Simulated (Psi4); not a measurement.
C2H7OSi (SMILES C[Si](C)O), doublet, at a GFN2-xTB geometry; PBE/6-31G** run with Psi4.

The Psi4 input:
```
memory 2 GB

molecule {
0 2
  C     1.55954224   -0.85483146   -0.06057851
  Si   -0.00409954    0.11042766    0.41990388
  C    -1.61548157   -0.77735125   -0.08781307
  O     0.14749450    1.52106607   -0.41685221
  H     2.45557952   -0.30805525    0.21258839
  H     1.59245114   -1.82297485    0.42837687
  H     1.58487872   -1.01660238   -1.13671739
  H    -1.65077682   -0.90745530   -1.16930641
  H    -2.49888187   -0.21755192    0.20663270
  H    -1.68428893   -1.75985196    0.36611303
  H    -0.58588832    2.11107204   -0.56117454
}

set basis 6-31g**
set reference uks

energy('pbe')
print_variables()
```

### Question
Write the output that Psi4 gives for this input, abridged.

### Answer

```
   => Loading Basis Set <=

    Name: 6-31G**
    Role: ORBITAL
    Keyword: BASIS

         ---------------------------------------------------------
                                   SCF
               by Justin Turney, Rob Parrish, Andy Simmonett
                          and Daniel G. A. Smith
                              UKS Reference
         ---------------------------------------------------------

  ==> Geometry <==

    Molecular point group: c1
    Full point group: C1

    Geometry (in Angstrom), charge = 0, multiplicity = 2:

       Center              X                  Y                   Z               Mass
    ------------   -----------------  -----------------  -----------------  -----------------
         C            1.549144421241    -0.906552452681    -0.082343847042    12.000000000000
         SI          -0.014497358759     0.058706667319     0.398138542958    27.976926534650
         C           -1.625879388759    -0.829072242681    -0.109578407042    12.000000000000
         O            0.137096681241     1.469345077319    -0.438617547042    15.994914619570
         H            2.445181701241    -0.359776242681     0.190823052958     1.007825032230
         H            1.582053321241    -1.874695842681     0.406611532958     1.007825032230
         H            1.574480901241    -1.068323372681    -1.158482727042     1.007825032230
         H           -1.661174638759    -0.959176292681    -1.191071747042     1.007825032230
         H           -2.509279688759    -0.269272912681     0.184867362958     1.007825032230
         H           -1.694686748759    -1.811572952681     0.344347692958     1.007825032230
         H           -0.596286138759     2.059351047319    -0.582939877042     1.007825032230

  Running in c1 symmetry.

  Rotational constants: A =      0.21809  B =      0.17858  C =      0.11124 [cm^-1]
  Rotational constants: A =   6538.31345  B =   5353.61147  C =   3335.00650 [MHz]
  Nuclear repulsion =  168.163720052988907

  Charge       = 0
  Multiplicity = 2
  Electrons    = 41
  Nalpha       = 21
  Nbeta        = 20

  ==> Algorithm <==

  SCF Algorithm Type is DF.
  DIIS enabled.
  MOM disabled.
  Fractional occupation disabled.
  Guess Type is SAD.
  Energy threshold   = 1.00e-06
  Density threshold  = 1.00e-06
  Integral threshold = 1.00e-12

  ==> Primary Basis <==

  Basis Set: 6-31G**
    Blend: 6-31G**
    Number of shells: 47
    Number of basis functions: 99
    Number of Cartesian functions: 99
    Spherical Harmonics?: false
    Max angular momentum: 2

  ==> DFT Potential <==

   => LibXC <=

    Version 7.1.2
    S. Lehtola, C. Steigemann, M. J. T. Oliveira, and M. A. L. Marques,  SoftwareX 7, 1–5 (2018) (10.1016/j.softx.2017.11.002)

   => Composite Functional: PBE <=

    PBE GGA Exchange-Correlation Functional

    J.P. Perdew et. al., Phys. Rev. Lett., 77(18), 3865-3868, 1996

    Deriv               =              1
    GGA                 =           TRUE
    Meta                =          FALSE

    Exchange Hybrid     =          FALSE
    MP2 Hybrid          =          FALSE

   => Exchange Functionals <=

    1.0000     XC_GGA_X_PBE

   => Correlation Functionals <=

    1.0000     XC_GGA_C_PBE

   => LibXC Density Thresholds  <==

    XC_GGA_C_PBE:  1.00E-12
    XC_GGA_X_PBE:  1.00E-15

   => Molecular Quadrature <=

    Radial Scheme          =       TREUTLER
    Pruning Scheme         =           NONE
    Nuclear Scheme         =       TREUTLER

    Blocking Scheme        =         OCTREE
    BS radius alpha        =              1
    Pruning alpha          =              1
    Radial Points          =             75
    Spherical Points       =            302
    Total Points           =         237049
    Total Blocks           =           1779
    Max Points             =            256
    Max Functions          =             98
    Weights Tolerance      =       1.00E-15

   => Loading Basis Set <=

    Name: (6-31G** AUX)
    Role: JKFIT
    Keyword: DF_BASIS_SCF

  ==> Integral Setup <==

  SCF_SUBTYPE=INCORE selected. In-core MEM_DF algorithm will be used.
  Using in-core AOs.

  ==> MemDFJK: Density-Fitted J/K Matrices <==

    J tasked:                   Yes
    K tasked:                    No
    wK tasked:                   No
    Algorithm:                 Core
    Schwarz Cutoff:           1E-12
    Mask sparsity (%):       2.7548
    Fitting Condition:        1E-10

   => Auxiliary Basis Set <=

  Basis Set: (6-31G** AUX)
    Blend: CC-PVDZ-JKFIT
    Number of shells: 171
    Number of basis functions: 548
    Number of Cartesian functions: 548
    Spherical Harmonics?: false
    Max angular momentum: 3

  Minimum eigenvalue in the overlap matrix is 8.6371871732E-03.
  Reciprocal condition number of the overlap matrix is 1.3391787618E-03.
    Using symmetric orthogonalization.

  ==> Pre-Iterations <==

  SCF Guess: Superposition of Atomic Densities via on-the-fly atomic UHF (no occupation information).

   -------------------------
    Irrep   Nso     Nmo
   -------------------------
     A         99      99
   -------------------------
    Total      99      99
   -------------------------

  ==> Iterations <==

                           Total Energy        Delta E     RMS |[F,P]|

   @DF-UKS iter SAD:  -444.13646182116923   -4.44136e+02   0.00000e+00
   @DF-UKS iter   1:  -444.15513890444413   -1.86771e-02   1.17520e-02 ADIIS/DIIS
   @DF-UKS iter   2:  -443.02160791582099    1.13353e+00   1.86477e-02 ADIIS/DIIS
   @DF-UKS iter   3:  -444.72175912145713   -1.70015e+00   3.83146e-03 ADIIS/DIIS
   @DF-UKS iter   4:  -444.77861572052353   -5.68566e-02   1.50685e-03 ADIIS/DIIS
   @DF-UKS iter   5:  -444.78847039241253   -9.85467e-03   2.56356e-04 ADIIS/DIIS
   @DF-UKS iter   6:  -444.78890036416129   -4.29972e-04   5.99628e-05 DIIS
   @DF-UKS iter   7:  -444.78892000564292   -1.96415e-05   1.79461e-05 DIIS
   @DF-UKS iter   8:  -444.78892153673587   -1.53109e-06   7.59769e-06 DIIS
   @DF-UKS iter   9:  -444.78892182112759   -2.84392e-07   2.09196e-06 DIIS
   @DF-UKS iter  10:  -444.78892184500273   -2.38751e-08   3.34361e-07 DIIS
  Energy and wave function converged.

  ==> Post-Iterations <==

   Electrons on quadrature grid:
      Nalpha   =   20.9999933092 ; deviation = -6.691e-06
      Nbeta    =   19.9999922357 ; deviation = -7.764e-06
      Ntotal   =   40.9999855449 ; deviation = -1.446e-05

   @Spin Contamination Metric:   1.175219392E-03
   @S^2 Expected:                7.500000000E-01
   @S^2 Observed:                7.511752194E-01
   @S   Expected:                5.000000000E-01
   @S   Observed:                5.000000000E-01

    Orbital Energies [Eh]
    ---------------------

    Alpha Occupied:

[...]
    Alpha Virtual:

[...]
    Beta Occupied:

[...]
    Beta Virtual:

[...]
      99A      4.340553

    Final Occupation by Irrep:
              A
    DOCC [    20 ]
    SOCC [     1 ]
    NA   [    21 ]
    NB   [    20 ]

  @DF-UKS Final Energy:  -444.78892184500273

   => Energetics <=

    Nuclear Repulsion Energy =            168.1637200529889071
    One-Electron Energy =                -946.2023456643997861
    Two-Electron Energy =                 375.9072871260439115
    DFT Exchange-Correlation Energy =     -42.6575833596357370
    Empirical Dispersion Energy =           0.0000000000000000
    VV10 Nonlocal Energy =                  0.0000000000000000
    Total Energy =                       -444.7889218450027329

  UHF NO Occupations:
  HONO-2 :   19  A 1.9998705
  HONO-1 :   20  A 1.9996554
  HONO-0 :   21  A 1.0000000
  LUNO+0 :   22  A 0.0003446
  LUNO+1 :   23  A 0.0001295
  LUNO+2 :   24  A 0.0000736
  LUNO+3 :   25  A 0.0000118

Computation Completed

Properties will be evaluated at   0.000000,   0.000000,   0.000000 [a0]

Properties computed using the SCF density matrix

 Multipole Moments:

 ------------------------------------------------------------------------------------
     Multipole            Electronic (a.u.)      Nuclear  (a.u.)        Total (a.u.)
 ------------------------------------------------------------------------------------

 L = 1.  Multiply by 2.5417464519 to convert [e a0] to [Debye]
 Dipole X            :          0.3236689           -0.8056104           -0.4819415
 Dipole Y            :          3.9640384           -4.0072791           -0.0432407
 Dipole Z            :          1.4558143           -1.6863519           -0.2305376
 Magnitude           :                                                    0.5359897

 ------------------------------------------------------------------------------------

  Variable Map:
  ----------------------------------------------------------------------------
[...]
  Array Variable Map:
  ----------------------------------------------------------------------------
[...]
[...]
```
